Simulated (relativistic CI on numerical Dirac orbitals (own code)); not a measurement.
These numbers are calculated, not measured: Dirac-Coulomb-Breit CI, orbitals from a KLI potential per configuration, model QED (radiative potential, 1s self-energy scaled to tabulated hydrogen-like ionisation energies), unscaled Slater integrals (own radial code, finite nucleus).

The strongest absorption lines from the ground level of an ion, among the configurations computed and to levels below about 606 eV (vacuum wavelength in Å, gf): 40.671 (0.11), 41.354 (0.88), 41.543 (1.8), 41.568 (4.2), 41.637 (1.8), 54.226 (0.66), 59.612 (2.4), 60.691 (1.2).

Task: Which ion is it?
A. Ir⁴²⁺
B. Ir⁴⁰⁺
C. Tl⁴⁶⁺
D. Tm³⁴⁺

Result: A. Ir⁴²⁺ has 35 electrons and the ground level 4s²4p⁵ ²P°3/2; the strongest line goes to 4s²4p⁴4d ²D5/2. The pattern of lines fixes the number of electrons, and along that sequence the line energies rise steadily with the charge (about as its square where n changes within one kind of shell, about linearly where n is kept but much faster in heavy ions where fine structure, which grows about as Z⁴, sets the gap, and irregularly where shells cross), which fixes Z. Configurations outside the model, such as inner-shell arrays, can give stronger lines. At this charge energies of transitions that change n are usually good to better than 1 %, and those within a shell (Δn = 0) to a few per cent.

LS names give the leading component of a level, which can be under half, so a name can repeat, a term be missing and a line seem to break the LS rules.
